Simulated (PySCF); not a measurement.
# `C(C)S[SiH3]`, C2H8SSi

Molfile (atoms numbered from 1):
```
C2H8SSi
     RDKit          3D

 12 11  0  0  0  0  0  0  0  0999 V2000
   -1.5716    0.3997    0.0808 C   0  0  0  0  0  0  0  0  0  0  0  0
   -0.8113   -0.8688   -0.2513 C   0  0  0  0  0  0  0  0  0  0  0  0
    0.6538   -0.5537   -1.3051 S   0  0  0  0  0  0  0  0  0  0  0  0
    2.0229    0.3273    0.0827 Si  0  0  0  0  0  4  0  0  0  0  0  0
   -1.8417    0.9234   -0.8333 H   0  0  0  0  0  0  0  0  0  0  0  0
   -2.4817    0.1545    0.6253 H   0  0  0  0  0  0  0  0  0  0  0  0
   -0.9679    1.0638    0.6960 H   0  0  0  0  0  0  0  0  0  0  0  0
   -1.4296   -1.5499   -0.8350 H   0  0  0  0  0  0  0  0  0  0  0  0
   -0.4709   -1.3804    0.6487 H   0  0  0  0  0  0  0  0  0  0  0  0
    3.2787    0.3328   -0.6423 H   0  0  0  0  0  0  0  0  0  0  0  0
    1.5834    1.6732    0.4382 H   0  0  0  0  0  0  0  0  0  0  0  0
    2.0369   -0.5224    1.2694 H   0  0  0  0  0  0  0  0  0  0  0  0
  1  2  1  0
  2  3  1  0
  3  4  1  0
  1  5  1  0
  1  6  1  0
  1  7  1  0
  2  8  1  0
  2  9  1  0
  4 10  1  0
  4 11  1  0
  4 12  1  0
M  END
```

Computed, not measured: GIAO wB97X-D/STO-3G magnetisability, rotational g tensor and spin-rotation constants, non-relativistic, gas phase (PySCF). Geometry: GFN2-xTB.

Q: Give the nuclear spin-rotation constants along the inertial axes (H = +C I·J) beside the isotropic shieldings.

A: Rotational constants 7.0100, 2.7088, 2.1894 GHz. A star marks the isotopologue with that one atom substituted, in its own axes.
```
atom  isotope  Caa (kHz)  Cbb (kHz)  Ccc (kHz)  mean (kHz)  σ (ppm)
  H5       1H     -0.743     -0.258     -0.030      -0.344     32.3
  H6       1H     -0.176     -0.267     -0.200      -0.214     32.3
  H7       1H     -0.430     -0.121     -0.249      -0.267     32.5
  H8       1H     -0.399     -0.124     -0.242      -0.255     32.1
  H9       1H     -0.714     -0.270     -0.043      -0.342     32.6
 H10       1H     -0.100     -0.193     -0.209      -0.167     31.4
 H11       1H     -0.672     -0.077     -0.118      -0.289     31.4
 H12       1H     -0.695     -0.240      0.014      -0.307     31.5
  C1     13C*      0.467      0.164      0.131       0.254    216.7
  C2     13C*      0.526      0.238      0.162       0.309    206.2
  S3     33S*      0.359      0.312      0.214       0.295    849.3
 Si4    29Si*     -2.191     -0.935     -0.748      -1.291    582.4
```
For the geometry as given, no vibrational averaging.
